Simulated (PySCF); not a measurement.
Orbital picture of ZnF⁻

M06-2X at R = 1.938 Å; Zn def2-SVPD, F def2-SVPD; no relativity (PySCF 2.14). State: ¹Σ⁺ (singlet), closed shell. Only the outer orbitals are listed, counted within each symmetry.

```csv
orbital,occ.,ε (eV),on Zn (%),main shells (%)
9σ,2,-6.19,17,"83 F p, 9 Zn s"
4π,2,-5.47,2,98 F p
4π,2,-5.47,2,98 F p
10σ,2,-0.57,102,94 Zn s
5π,0,4.64,108,108 Zn p
5π,0,4.64,108,108 Zn p
```

Q: Which are the highest filled and the lowest empty level, where do they sit, and how wide is the gap?

A: Highest filled 10σ at -0.57 eV (in %: 94 Zn s); lowest empty 5π at 4.64 eV (in %: 108 Zn p); the gap at M06-2X is 5.21 eV. An empty level above zero is unbound, and its energy depends on the basis.

```
bond order (Mayer)                                                                                                : 0.01
⟨S²⟩                                                                                                              : 0.000
charge on Zn (Mulliken, basis-dependent)                                                                          : -0.28
charge on Zn (Löwdin, basis-dependent)                                                                            : -0.01
dipole moment (positive dipole points towards F; it is taken about the centre of mass and depends on that origin) : -0.42 D
```

Shares are Mulliken populations and can fall outside 0 to 100 %.
